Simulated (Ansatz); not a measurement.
Basis sets compared for the cluster Sn2H4⁺ (the lowest doublet isomer of a short search). The state is a doublet with charge 1. Geometry B3LYP-D4/def2-TZVP. Ansatz on 4 threads of Arm Neoverse V2 on a shared host; times are rough, and most runs start from earlier orbitals.

```xyz
6

Sn   -1.3418   -0.0243    0.2413
Sn    1.3410    0.0241   -0.2418
H    -2.4103    0.3717   -1.0174
H     2.4025   -0.3879    1.0176
H     1.8926   -0.1692   -1.8364
H    -1.8839    0.1856    1.8367
```

In the def2 sets Sn takes a core potential; there is no spin–orbit coupling. The structure comes from a short search, and lower isomers may exist.

| level | functions | energy (Eh) | HOMO (eV) | LUMO (eV) | wall time |
| --- | --- | --- | --- | --- | --- |
| PBE-D4/def2-SVP | 72 | -430.6565 | -10.44 | -9.64 | 0.7 s |
| PBE0-D4/def2-SVP | 72 | -430.6792 | -11.19 | -8.81 | 1.1 s |

**Question.** Estimate the rows for PBE-D4/def2-TZVP, PBE0-D4/def2-TZVP.

**Answer.** 
```
            level  functions  energy (Eh)  HOMO (eV)  LUMO (eV)  wall time
 PBE-D4/def2-TZVP        124    -430.6749     -10.44      -9.63      1.3 s
PBE0-D4/def2-TZVP        124    -430.6958     -11.21      -8.79      2.8 s
```
